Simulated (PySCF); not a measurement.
# Sc(7+): ionisation energy

Sc(7+) [Ne] 3s2 3p2 [3p1/2^2, M_J = 0] → Sc(8+) [Ne] 3s2 3p1 [3p1/2^1, M_J = 1/2], as a difference of total energies. Computed with PySCF 2.14 in an even-tempered Gaussian basis (20 s from 0.34 bohr⁻², ratio 2.4; 13 p from 0.45 bohr⁻², ratio 2.4; 5 d from 2.5 bohr⁻², ratio 2.6; 5 f from 3.7 bohr⁻², ratio 2.6), with the two-component X2C-1e Hamiltonian. Correlated levels: 1s2 frozen; the 52 highest virtual spinors dropped. "Screened" scales the spin-orbit matrix elements by Boettger's factors to mimic the two-electron term; Breit and QED terms are absent.

```csv
method,ionisation energy (eV)
GHF (spin-free),157.19
GMP2 (spin-free),157.88
GHF (screened spin-orbit),156.99
GMP2 (screened spin-orbit),157.68
```

Task: How much does correlation contribute at GMP2 (screened spin-orbit)?

Result: 157.68 − (156.99) = 0.69 eV, measured against GHF (screened spin-orbit).

The labels give the starting determinants; with spin-orbit coupling the two ends relaxed to ⟨J²⟩ = 1.69, ⟨L²⟩ = 1.99, ⟨S²⟩ = 1.99 and ⟨J²⟩ = 0.80, ⟨L²⟩ = 2.02, ⟨S²⟩ = 0.76.

The determinant of Sc(7+) mixes levels of different J (the jj label is only the starting occupation), so the difference between spin-free and spin-orbit rows is not the physical spin-orbit shift.

For comparison: 158.08 ± 0.25 eV (semi-empirical (NIST evaluation); NIST Atomic Spectra Database, ionization energies).
